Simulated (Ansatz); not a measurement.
A run on C3H4ClFSi, SMILES `C#C[Si](C)(F)Cl` with other settings.

```yaml
crystal:
  periodic: [false, false, false]
  atoms:
    - {symbol: C, position_ang: [-2.412071, -0.900035, 0.507784]}
    - {symbol: C, position_ang: [-1.453338, -0.236750, 0.201958]}
    - {symbol: Si, position_ang: [0.025895, 0.716988, -0.235212]}
    - {symbol: C, position_ang: [1.566739, -0.283496, -0.150004]}
    - {symbol: F, position_ang: [-0.171701, 1.275218, -1.710829]}
    - {symbol: Cl, position_ang: [0.142917, 2.331027, 1.008404]}
    - {symbol: H, position_ang: [-3.264815, -1.480923, 0.777131]}
    - {symbol: H, position_ang: [2.432274, 0.324741, -0.420808]}
    - {symbol: H, position_ang: [1.713887, -0.667242, 0.861566]}
    - {symbol: H, position_ang: [1.503313, -1.130628, -0.837087]}
basis:
  gaussian: {orbitals: LANL2DZ, point_charges: [{charge: 0.50, position_ang: [6.356, -0.905, -0.678]}]}
hamiltonian: {xc: {name: revPBE0}, dispersion: d3bjatm}
output: {forces: true}
```

```sh
$ ansatz run in.yaml --threads 4 --pin off --events-out ev --progress --plain --max-ram 10444MiB
```

Output, abridged:

```
Error: <dir> can't be read: No such file or directory (os error 2)
```
